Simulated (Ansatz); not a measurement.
The first iterations of a band of C$_{2}$H$_{6}$OSi (10 atoms, charge 0, multiplicity 1).

Level of theory: RKS PBE-D4/def2-SVP in Ansatz.

- movable images: 5
- climbing image: yes
- spring: 5.0 eV/Å²
- optimiser: quadratic models (default)
- start path: through a guess of the saddle point
- force threshold: 0.05 eV/Å
- iteration limit: 60
- end points: relaxed

Initial state:

```xyz
10
Properties=species:S:1:pos:R:3
O -1.283 0.754 -1.674
Si -0.893 0.270 -0.115
C 0.382 -1.017 0.302
C 0.785 0.465 0.661
H -0.562 0.721 -2.326
H -2.137 0.414 0.690
H 0.980 -1.492 -0.497
H 0.221 -1.710 1.148
H 0.881 0.712 1.734
H 1.626 0.882 0.077
```

Final state:

```xyz
10
Properties=species:S:1:pos:R:3
O -0.964 0.397 -1.872
Si -0.818 0.193 -0.209
C 0.408 -1.059 0.383
C 0.820 0.433 0.644
H -1.100 1.320 -2.152
H -2.092 0.434 0.538
H 1.010 -1.599 -0.368
H 0.193 -1.679 1.270
H 0.856 0.761 1.699
H 1.687 0.799 0.066
```

| iteration | highest image above the first end (eV) | largest band force component (eV/Å) |
| --- | --- | --- |
| 1 | 0.309 | 3.828 |
| 2 | 0.040 | 0.810 |

**Question.** Does the band converge within its limit, and where does its top end?

**Answer.** It converged. It ended after 7 iterations with the highest image 0.007 eV above the first end. The top lies less than 8 meV above the higher end, about what the thresholds resolve: that end is a shoulder or a very shallow well. A vibrational analysis at the climbing image gives one clearly imaginary mode, 131i cm⁻¹: a first-order saddle point.

Time of the run: 3 min on 1 thread of Arm Neoverse N1, with other jobs on the host, peak memory 0.13 GiB.
